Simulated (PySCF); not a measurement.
Compound: C₅H₁₁NOSi₂.
Z-matrix (Å and degrees, PBE0-D3(BJ)/def2-SVP geometry), rows numbered from 1:
```
C 
Si  1  1.8731
N   2  1.7435  1  108.79
Si  3  1.7336  2  131.03  1   172.68
C   4  1.8735  3  105.13  2   176.36
C   5  1.3704  4  134.77  3  -175.32
C   6  1.4274  5  107.00  4  -179.85
C   7  1.3633  6  105.73  5     0.06
O   8  1.3446  7  110.38  6     0.07
H   1  1.1009  2  110.55  3   179.60
H   1  1.1008  2  110.95  3   -60.54
H   1  1.1012  2  110.91  3    60.07
H   2  1.4996  1  109.71  3  -122.15
H   2  1.4985  1  110.54  3   120.69
H   3  1.0178  2  116.06  1    -8.80
H   4  1.4974  3  112.70  2   -63.61
H   4  1.4972  3  112.83  2    56.83
H   6  1.0887  5  126.01  4     0.38
H   7  1.0879  6  127.69  5  -179.87
H   8  1.0874  7  133.22  6  -179.93
```

Computed at PBE0/pcSseg-1 (PySCF, non-relativistic), with Q(14N) = 0.02044 b, Q(17O) = −0.0256 b: N3, 14N (I = 1): χzz = -3.848 MHz, η = 0.356; O9, 17O (I = 5/2): χzz = -8.698 MHz, η = 0.006.

(1) Find the zero-field quadrupole resonance frequencies of 14N at N3.

(2) Find the zero-field quadrupole resonance frequencies of 17O at O9.

Results:

(1) From ν± = (3/4)|χ|(1 ± η/3) and ν0 = |χ|η/2: ν+ 3.228 MHz, ν− 2.543 MHz, ν0 0.685 MHz (nitrogen bridging silicon atoms).

(2) From the eigenvalues of H = χ/[4I(2I − 1)] × [3Iz² − I(I + 1) + η(Ix² − Iy²)], steps between neighbouring levels, labelled as for η = 0: ±1/2↔±3/2 1.305 MHz, ±3/2↔±5/2 2.609 MHz (furan-type oxygen).

In a crystal, neighbours and librations shift these lines. The structure is a single PBE0-D3(BJ)/def2-SVP conformer in the gas phase; no vibrational or solvent corrections. These gradients aren't converged with respect to the basis.
